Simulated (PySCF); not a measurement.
Job for PySCF: R-BP86/6-31G* on BClH2OSe (SMILES OB(Cl)[SeH]), a point of a torsion scan.

```python
from pyscf import gto, scf, dft, mp
from pyscf.data.elements import chemcore

mol = gto.M(
    atom='''
    O    -1.04031602   -0.85884487    0.00585477
    B    -0.59569104    0.14788889    0.75410946
    Cl    1.06474296    0.19211015    1.21656500
    Se   -1.62708613    1.77351088    1.10101864
    H    -1.82813835   -1.37045068    0.16910882
    H    -2.85731933    1.35555318    0.46773329
    ''',
    basis='6-31g*',
    cart=True,
    charge=0, spin=0, verbose=3, max_memory=1800)
mf = dft.RKS(mol, xc='b88,p86')
mf.conv_tol = 1e-8
mf.max_cycle = 100
mf.kernel()
if not mf.converged:
    mf = mf.newton().run(mf.mo_coeff, mf.mo_occ)
```

Output:

```
converged SCF energy = -2963.13301644641
```

The calculation finished and met its thresholds.

Cost: around 11 core-seconds (rough).
